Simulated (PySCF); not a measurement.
Species: C₅H₅Cl₃F (doublet state).
Z-matrix (Å and degrees, GFN2-xTB geometry), rows numbered from 1:
```
C 
C   1  1.4465
C   2  1.2955  1  144.48
C   3  1.5086  2  123.59  1  -177.81
F   4  1.3712  3  109.95  2  -142.38
C   4  1.5366  3  110.92  2    97.67
Cl  6  1.7781  4  110.65  3   178.02
Cl  6  1.7712  4  111.13  3    57.07
Cl  6  1.7711  4  108.31  3   -62.77
H   1  1.0899  2  110.12  3  -118.95
H   1  1.0903  2  109.71  3   121.77
H   1  1.0970  2  111.71  3     1.65
H   3  1.0942  2  124.20  1     1.20
H   4  1.0973  3  111.83  2   -23.63
```

The hyperfine couplings belong to this conformer and change with its torsions.

As a line formula: `C(=[C]\C)/[C@H](F)C(Cl)(Cl)Cl` [radical].

Method: UKS B3LYP, pcH-1 on C Cl F H, non-relativistic, mean-field spin-orbit, GIAO in PySCF 2.14.0. One conformer (not necessarily the lowest) at the GFN2-xTB geometry, without solvent, vibrations or thermal averaging. The geometry wasn't refined by DFT: couplings that depend on bond lengths, twists or pyramidal angles can differ widely from those at the functional's own minimum. The SCF solution wasn't tested for stability.

Computed for the main isotopes (class means, splittings of 0.05 mT or more): g = 2.0021; H13 1H +164.9 MHz (5.89 mT); H10/H11/H12 1H +69.1 MHz (2.47 mT); F5 19F -7.0 MHz (0.25 mT); H14 1H -5.6 MHz (0.20 mT); Cl7/Cl8/Cl9 35Cl +1.8 MHz (0.06 mT); 320 first-order lines, 14.30 mT wide.

Problem. What changes when 1H at H10/H11/H12 is replaced by 2H at all these sites?

Solution. At a fixed geometry a is proportional to g_N: 0.85744/5.58569 = 0.1535, so a goes from +69.1 to +10.6 MHz (0.379 mT). The spin goes from 1/2 to 1, so the 1:3:3:1 quartet becomes a 1:3:6:7:6:3:1 septet. The spectrum then has 560 first-order lines over 9.17 mT.

Problem. What changes when 35Cl at Cl7/Cl8/Cl9 is replaced by 37Cl at all these sites?

Solution. At a fixed geometry a is proportional to g_N: 0.45608/0.54792 = 0.8324, so a goes from +1.8 to +1.5 MHz (0.053 mT). Both isotopes have I = 3/2, so the 1:3:6:10:12:12:10:6:3:1 decet keeps its form. The spectrum then has 320 first-order lines over 14.21 mT.

Problem. Give position and intensity of the satellites from 13C at C2.

Solution. a = +254.2 MHz, or 9.07 mT in magnitude, and I = 1/2, so to first order each main line has two satellites, at ±4.54 mT. The isotope's abundance is about 1.07 %, shared among 2 lines, so each has 0.54 % of the main line's intensity. At 340 mT second-order shifts move them to lower field by up to 0.06 mT.

Problem. Give position and intensity of the satellites from 13C at C4.

Solution. a = +59.7 MHz, or 2.13 mT in magnitude, and I = 1/2, so to first order each main line has two satellites, at ±1.06 mT. The isotope's abundance is about 1.07 %, shared among 2 lines, so each has 0.54 % of the main line's intensity.

Problem. Give position and intensity of the satellites from 13C at C3.

Solution. a = -14.4 MHz, or 0.51 mT in magnitude, and I = 1/2, so to first order each main line has two satellites, at ±0.26 mT. The isotope's abundance is about 1.07 %, shared among 2 lines, so each has 0.54 % of the main line's intensity.

Problem. What share of a natural sample holds the main isotope at every one of Cl7, Cl8, Cl9?

Solution. 0.758^3 = 44 % (35Cl). The rest hold 37Cl at one site or more and give patterns of their own.

Nuclei that the bonding pattern makes equivalent are averaged, as if the motion that swaps them (rotation, inversion, ring flip) were fast. The three 1H nuclei of mean +69.1 MHz run from 25.3 to 148.3 MHz in the frozen geometry.

Main isotope only: 35Cl (natural samples also hold 24 % 37Cl, magnetic too, which adds its own pattern).
